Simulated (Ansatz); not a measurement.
ClGa2H2NSi: where a starting geometry ends

The starting geometry of this gas-phase singlet was optimised with GFN2-xTB.

```xyz
7

Cl   -0.2271   -1.3951   -0.3610
Ga   -1.8659   -0.5995    1.3425
Ga    0.2595    0.1354    4.3082
N    -0.0291   -0.4553    2.4931
Si    1.0954   -0.9908    1.3826
H     1.7056   -2.3231    1.4963
H     2.0264   -0.0604    0.7294
```

**Question.** Predict what it relaxes into with B3LYP-D3(BJ)/def2-SVP.

**Answer.** A bond breaks, giving a structure given below by its coordinates. Contacts that open: Cl1–Ga2 (2.49 → 3.20 Å).

The energy falls by 0.40 eV over 11 steps:

```tsv
step	E − E(last) (eV)
1	0.398
2	0.199
3	0.073
4	0.044
5	0.011
7	0.001
8	0.000
9	0.000
10	0.000
11	0.000
```

Final geometry (Å):

```xyz
7

Cl   -0.0066   -1.4953   -0.5642
Ga   -2.0028   -0.4545    1.7098
Ga    0.3239    0.0751    4.1621
N    -0.1421   -0.4777    2.3817
Si    1.0231   -1.0295    1.2386
H     1.7243   -2.2888    1.6160
H     2.0449   -0.0181    0.8472
```

Frequencies at the end are all real (lowest 14 cm⁻¹). Run with Ansatz 0.2.0, 28 s on 2 threads of Intel(R) Xeon(R) 6975P-C (Granite Rapids), with other jobs on the host.
